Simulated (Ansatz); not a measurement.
Stepwise reaction of `[SH][SnH2][SH]` with water, as a gas-phase model of exchange steps in deposition or etching. ΔE in kJ/mol; ΔG adds harmonic PBE0-D4 terms to CCSD(T)/CBS, at 1 bar.

Computed with Ansatz on PBE0-D4/def2-TZVP structures; ΔE is electronic, products minus reactants. CBS: MP2 limit from def2 TZ/QZ plus the TZ coupled-cluster correction, frozen cores. This one scheme is used for every species. Functionals use def2-TZVPP. B3LYP here is the variant with VWN-RPA as its local correlation; programs differ in this. Elements past krypton have def2 core potentials. For Sn outer-core shells are correlated without core-valence functions, which leaves a few kJ/mol of doubt a bond. One conformer a species, not always the lowest.

```
step                                         reaction  PBE-D4  B3LYP-D4  ωB97M-V  CCSD(T)/CBS  ΔG(600 K)
   1  `[SH][SnH2][SH]` + H₂O → `[OH][SnH2][SH]` + H₂S    41.2      37.7     37.2         40.7       43.2
   2  `[OH][SnH2][SH]` + H₂O → `[OH][SnH2][OH]` + H₂S    42.6      38.3     38.0         40.6       36.4
```

Q: By hand: ΔE of the 2 steps together at CCSD(T)/CBS.

A: (40.7) + (40.6) = 81.3 kJ/mol, or 40.7 kJ/mol a step.

In ΔE the steps differ by no more than 0.1 kJ/mol. All are uphill at CCSD(T)/CBS. ΔG lies between 36.4 and 43.2 kJ/mol a step. PBE-D4 differs from CCSD(T)/CBS by 0.5 to 2.0 kJ/mol a step. Isolated molecules leave out the surface, adducts and barriers. Largest T1 diagnostic: 0.014.
